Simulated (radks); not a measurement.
Isoelectronic series with 14 electrons, each ion in its NIST ground configuration. All-electron calculation, Dirac Kohn-Sham, PBEsol, spin-unpolarised, spherical densities, point nucleus; open shells fill j = l - 1/2 first. Program: a radial shooting solver on a logarithmic mesh with Libxc functionals. Total energies (hartree) and orbital eigenvalues (eV) (* marks an orbital that is empty in some or all of the ions):

ion    configuration  E (hartree)     3p3/2*      3p1/2      3s1/2      2p3/2
Si      [Ne] 3s2 3p2   -289.30053    -4.0343    -4.0659   -10.7529   -95.1669
K5+     [Ne] 3s2 3p2   -593.00265   -88.8281   -89.2233  -107.3860  -365.3127
Cr10+   [Ne] 3s2 3p2  -1010.57073  -253.0876  -254.6519  -284.2362  -810.1027
Cu15+   [Ne] 3s2 3p2  -1543.40272  -494.1787  -498.4236  -539.5689  -1426.287
Se20+   [Ne] 3s2 3p2  -2193.55418  -811.8479  -821.2390  -874.1883  -2213.604
Ru30+   [Ne] 3s2 3p2  -3856.89923  -1677.978  -1710.288  -1787.916  -4303.328
In35+   [Ne] 3s2 3p2  -4877.21447  -2227.428  -2280.959  -2371.639  -5607.241
Xe40+   [Ne] 3s2 3p2  -6029.26781  -2855.351  -2939.576  -3043.917  -7085.188
Pr45+   [Ne] 3s2 3p2   -7318.6480  -3562.555  -3689.790  -3808.519  -8738.389
